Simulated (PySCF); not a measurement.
Worked example: oscillator strength and radiative lifetime

C₂HF₃O₂, SMILES O=C(O)C(F)(F)F.

Coordinates come from a PBE-D3(BJ)/def2-SVP optimisation. The values are those of a single conformer.

TDDFT-CAM-B3LYP/def2-SVPD (PySCF) puts the first singlet state with f over 0.02 at 8.01 eV (vertical), with the transition dipole (-0.461, 0.322, 0.000) in atomic units.

### Question
Find the oscillator strength, the wavelength and the radiative lifetime that this transition would have in vacuum if emission retraced absorption.

### Answer

|μ|² = 0.3162 au, so |μ| = 1.43 D. ΔE = 8.01/27.211 = 0.2944 hartree. f = (2/3) ΔE |μ|² = 0.062 (the program prints 0.062).
λ = 1239.84/8.01 = 155 nm; ν = 64605 cm⁻¹.
Einstein's coefficient A = 0.6670 ν² f s⁻¹ (ν in cm⁻¹) = 1.7e8 s⁻¹, so τ = 1/A = 5.8 ns. This state is S2; the lower singlet has f = 0.000. The figure is the radiative limit of this one transition; relaxation, internal conversion, crossing to triplets and a medium change what is measured.
